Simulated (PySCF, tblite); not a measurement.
Isomers of C4H9OSi (doublet state). Computed values, GFN2-xTB/tblite, gas phase, harmonic and unscaled. Errors from tens to a few hundred cm⁻¹ against measured bands are possible. Modes of hydrogen on silicon can be 10 to 20 % off. One conformer each. Open shells enter through the occupations alone, without spin polarisation, and single modes of such species can be off by tens of per cent.

Electronic energies: B3LYP/pcH-1 single points on the GFN2-xTB geometries (PySCF, gas phase).

```json
{"SMILES": "CCO[Si@@H]1[CH]C1", "electronic energy, lowest = 0 (kcal/mol)": "33.1"}
{"SMILES": "C/C=C/[CH]O[SiH3]", "electronic energy, lowest = 0 (kcal/mol)": "0.0"}
{"SMILES": "CCO[Si]1CC1", "electronic energy, lowest = 0 (kcal/mol)": "14.8"}
```

Question: How do GFN2-xTB zero-point energies change the relative energies?

Answer: 
```tsv
SMILES	ZPE (kcal/mol)	of it from modes above 1550 cm⁻¹	electronic (kcal/mol)	with ZPE, lowest = 0 (kcal/mol)	lowest mode (cm⁻¹)	rings
C/C=C/[CH]O[SiH3]	70.1	35.7	0.0	0.0	44	0
CCO[Si]1CC1	76.4	38.8	14.8	21.1	37	1
CCO[Si@@H]1[CH]C1	73.5	37.5	33.1	36.4	15	1
```

The zero-point energies span 6.3 kcal/mol, from `C/C=C/[CH]O[SiH3]` to `CCO[Si]1CC1`. The order is unchanged.

Question: And how do the electronic energies of GFN2-xTB itself compare?

Answer: `C/C=C/[CH]O[SiH3]` 0.0; `CCO[Si]1CC1` 41.1; `CCO[Si@@H]1[CH]C1` 48.4 kcal/mol, lowest = 0. Against the energies above, taken from the same isomer `C/C=C/[CH]O[SiH3]`, the largest difference is 26.3 kcal/mol.
